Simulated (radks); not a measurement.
F+, 8 electrons, occupied as 1s1.5 2s2 2p4 3s0.5 (fractional occupations, a model configuration). All-electron calculation, Dirac Kohn-Sham, PBE, spin-unpolarised, spherical densities, finite nucleus; open shells fill j = l - 1/2 first; Fermi nuclear charge, rms radius 2.8976 fm. Program: a radial shooting solver on a logarithmic mesh with Libxc functionals.

Normalised radial functions P(r) = r R(r) (large component), r in bohr:

r	3s1/2	3p3/2
0.02185	0.0668	0.0029
0.02464	0.0734	0.0036
0.028	0.0807	0.0046
0.03182	0.0884	0.0058
0.03588	0.0958	0.0072
0.04078	0.1038	0.0092
0.04598	0.1111	0.0114
0.05226	0.1185	0.0143
0.05892	0.1247	0.0176
0.06697	0.1302	0.0220
0.07551	0.1339	0.0269
0.08582	0.1357	0.0333
0.09676	0.1347	0.0404
0.11	0.1302	0.0493
0.124	0.1222	0.0591
0.1409	0.1088	0.0711
0.1602	0.0899	0.0848
0.1806	0.0668	0.0991
0.2053	0.0363	0.1158
0.2314	0.0025	0.1325
0.263	-0.0384	0.1509
0.2966	-0.0801	0.1681
0.3371	-0.1260	0.1855
0.38	-0.1680	0.1999
0.4319	-0.2086	0.2117
0.487	-0.2391	0.2181
0.5535	-0.2597	0.2182
0.6291	-0.2642	0.2098
0.7093	-0.2509	0.1927
0.8061	-0.2160	0.1639
0.9089	-0.1636	0.1264
1.033	-0.0878	0.0753
1.165	-0.0010	0.0177
1.324	0.1039	-0.0526
1.493	0.2079	-0.1249
1.696	0.3176	-0.2058
1.913	0.4121	-0.2821
2.174	0.4959	-0.3593
2.451	0.5517	-0.4230
2.786	0.5822	-0.4771
3.166	0.5803	-0.5120
3.57	0.5483	-0.5224
4.057	0.4855	-0.5065
4.574	0.4081	-0.4679
5.199	0.3168	-0.4062
5.862	0.2329	-0.3353
6.662	0.1540	-0.2542
7.512	0.0955	-0.1815
8.538	0.0515	-0.1158
9.626	0.0259	-0.0693
10.94	0.0109	-0.0360
12.34	0.0042	-0.0174
14.02	0.0013	-0.0071

3s1/2: eigenvalue -8.528 eV, 2 radial nodes at r = 0.233, 1.17 bohr, <r> = 3.46 bohr, 90 % of the charge inside 5.20 bohr. 3p3/2 (empty): eigenvalue -5.756 eV, 1 radial node at r = 1.20 bohr, <r> = 4.18 bohr, 90 % of the charge inside 6.34 bohr.
